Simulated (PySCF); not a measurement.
## Basis and Hamiltonian dependence of the excitation energy of Se²⁺

Se²⁺ [Ar] 3d10 4s2 4p2 (3P) → Se²⁺ [Ar] 3d10 4s1 4p3, s spin flipped. All values are computed (PySCF 2.14, energy differences of UHF-based or UKS calculations, no spin-orbit coupling). Values in eV.

```json
{"basis": "aug-cc-pwCVDZ-PP with ECP10MDF", "Hamiltonian": "ECP", "functions": "48", "UHF": "15.325", "LDA": "12.263", "PBE0": "13.009", "MP2 (valence)": "13.591"}
{"basis": "x2c-TZVPPall", "Hamiltonian": "spin-free X2C", "functions": "48", "UHF": "15.268", "LDA": "12.137", "PBE0": "12.959", "MP2 (valence)": "13.491"}
{"basis": "aug-cc-pVQZ-DK", "Hamiltonian": "spin-free X2C", "functions": "93", "UHF": "15.293", "LDA": "12.172", "PBE0": "12.994", "MP2 (valence)": "13.490"}
{"basis": "x2c-QZVPPall with one added diffuse shell each of s, p, d, f type", "Hamiltonian": "spin-free X2C", "functions": "113", "UHF": "15.298", "LDA": "12.173", "PBE0": "12.998", "MP2 (valence)": "13.498"}
```

Frozen in the all-electron rows: valence: [Ar] 3d10; with a core potential, the same shells as far as they lie outside it.

In the upper determinant the s electron has its spin opposite to the other open shell, which mixes two multiplicities.
